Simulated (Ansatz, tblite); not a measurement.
Removing and adding an electron: B₆H₂. The state is a singlet with charge 0. Geometry: PBE0-D4/def2-SVP. Ansatz, gas phase; energy differences of separate SCF runs; the oxidised species was run as a doublet alone; the reduced species was run as a doublet alone.

Cartesian coordinates in Å:
```
B 0.752 1.483 1.347
B 0.398 -0.069 0.779
B -0.752 -1.483 -1.347
B -0.011 -1.411 0.088
B 0.011 1.411 -0.088
B -0.399 0.069 -0.779
H 1.250 2.050 2.273
H -1.250 -2.050 -2.273
```

The xTB rows come from tblite. The structure comes from a short search, and lower isomers may exist.

```csv
level,−HOMO (eV),vertical IE (eV),−LUMO (eV),vertical EA (eV),HOMO–LUMO gap (eV),IE − EA (eV),remarks
PBE-D4/def2-TZVP,6.24,9.06,5.38,–,0.86,–,restricted SCF unstable in HF (singlet)
PBE-D4/def2-TZVPD,6.25,–,5.38,2.89,0.86,–,restricted SCF unstable in HF (singlet)
r2SCAN-D4/def2-TZVP,6.39,9.02,5.21,–,1.18,–,restricted SCF unstable in HF (singlet)
PBE0-D4/def2-TZVP,7.16,9.07,4.53,–,2.63,–,restricted SCF unstable in HF (singlet)
```

Problem. Estimate the rows for GFN1-xTB, GFN2-xTB, r2SCAN-D4/def2-TZVPD, PBE0-D4/def2-TZVPD.

Solution. 
```csv
level,−HOMO (eV),vertical IE (eV),−LUMO (eV),vertical EA (eV),HOMO–LUMO gap (eV),IE − EA (eV),remarks
GFN1-xTB,9.75,12.80,9.29,6.42,0.46,6.37,–
GFN2-xTB,7.84,11.47,7.18,3.64,0.66,7.83,–
r2SCAN-D4/def2-TZVPD,6.40,–,5.22,2.93,1.18,–,restricted SCF unstable in HF (singlet)
PBE0-D4/def2-TZVPD,7.17,–,4.53,2.85,2.63,–,restricted SCF unstable in HF (singlet)
```

Relaxing the reduced species (PBE0-D4/def2-SVPD) changes its energy by -0.10 eV at PBE0-D4/def2-TZVPD, so the adiabatic electron affinity to this nearest minimum is 2.95 eV. At PBE-D4/def2-TZVPD it is 2.98 eV.     Raw xTB energy differences between charge states are shifted by several eV; the methods need an empirical correction for them.
